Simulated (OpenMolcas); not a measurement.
## Yb4+: effect of the basis set

```yaml
Program: OpenMolcas 26.06
Method: CASSCF
Active_space: 12 electrons in 7 orbitals (4f)
State_averaging: 2S+1 = 3 even, 21 roots; 2S+1 = 1 even, 28 roots (27 in the spin-orbit step)
Spin-orbit_coupling: RASSI with atomic mean-field integrals over the reference wave functions, term energies averaged over their components
```

A. ANO-R1 [7s5p3d2f], X2C, finite nucleus; cost about 10 core-seconds
B. ANO-RCC-VDZP [7s6p4d2f1g], DKH2, point nucleus; cost roughly 8 core-seconds
C. ANO-R2 [8s6p4d3f1g], X2C, finite nucleus; cost of the order of 10 core-seconds
D. ANO-RCC-VTZP [8s7p5d3f2g1h], DKH2, point nucleus; cost roughly 12 core-seconds
E. ANO-RCC-VQZP [9s8p6d4f3g2h], DKH2, point nucleus; cost of the order of 16 core-seconds
F. ANO-R3 [9s8p5d5f3g2h], X2C, finite nucleus; cost of the order of 40 core-seconds

Energies in cm-1 above 4f12 3H6, the measured ground level; measured values from the list in Tchang-Brillet, Wyart, Meftah and Ait Mammar, Atoms 6, 52 (2018).

| Level | A | B | C | D | E | F | Measured |
| --- | --- | --- | --- | --- | --- | --- | --- |
| 4f12 3H6 | 0.0 | 0.0 | 0.0 | 0.0 | 0.0 | 0.0 | 0.0 |
| 4f12 3F4 [55 %] | 7267 | 7210 | 7300 | 7311 | 7292 | 7291 |  |
| 4f12 3H5 | 10060 | 10085 | 9664 | 9630 | 9715 | 9692 | 9580 |
| 4f12 3H4 [56 %] | 15626 | 15628 | 15168 | 15132 | 15226 | 15198 | 14405 |
| 4f12 3F3 | 18659 | 18628 | 18268 | 18241 | 18317 | 18291 | 16372 |
| 4f12 3F2 | 19859 | 19792 | 19577 | 19563 | 19610 | 19589 | 16877 |
| 4f12 1G4 [55 %] | 25723 | 25721 | 24989 | 24937 | 25082 | 25036 |  |
| 4f12 1D2 [53 %] | 37920 | 37740 | 37624 | 37625 | 37652 | 37625 |  |
| 4f12 1I6 | 45553 | 45326 | 45225 | 45231 | 45254 | 45222 | 39038 |
| 4f12 3P1 | 50192 | 49952 | 49818 | 49817 | 49856 | 49820 |  |
| 4f12 3P2 [68 %] | 51465 | 51258 | 50908 | 50891 | 50970 | 50925 | 43120 |
| 4f12 3P0 | 51810 | 51574 | 51374 | 51368 | 51420 | 51381 |  |

Deviations, from unrounded energies. A percentage is the sum of absolute deviations over the sum of measured energies, with the sign that they share, or ± where signs differ.

```csv
Against measurement,Levels,A,B,C,D,E,F
mean absolute deviation (cm-1),6,3600,3600,3200,3200,3300,3300
fine structure of the ground term (%),2,+7.1,+7.2,+3.5,+3.2,+4.0,+3.8
other terms of the ground configuration (%),4,+17.4,+17.0,+16.1,+16.0,+16.2,+16.1
```

C, D, E, F lie about equally close to measurement and A furthest from it. The largest miss of D in the table is 4f12 3P2 [68 %], by +7800 cm-1. The ranking rests on the paired levels alone, and a cruder setting can come out closer through cancelling errors.

Among A to F the level of the table that moves most is 4f12 1G4 [55 %], by 790 cm-1 (lowest in D, highest in A).

Some high roots are left out of the spin-orbit mixing, which shifts the levels that they would mix with. Without dynamic correlation excited terms often stand tens of per cent too high (terms of higher spin than the ground term too low), and those without a measured partner can miss by more than the paired ones. The basis is small and was not contracted for so high a charge (holds for A; B). Computed and measured levels are paired by configuration, term and J; levels that our copy of the source lacks, or whose pairing is in doubt (as where it misses far off the trend of its configuration), stay unpaired and out of the deviations. Levels of configurations outside the active space are missing.

A share in square brackets marks a mixed level and gives the weight of the term that names it, the lowest over the columns.
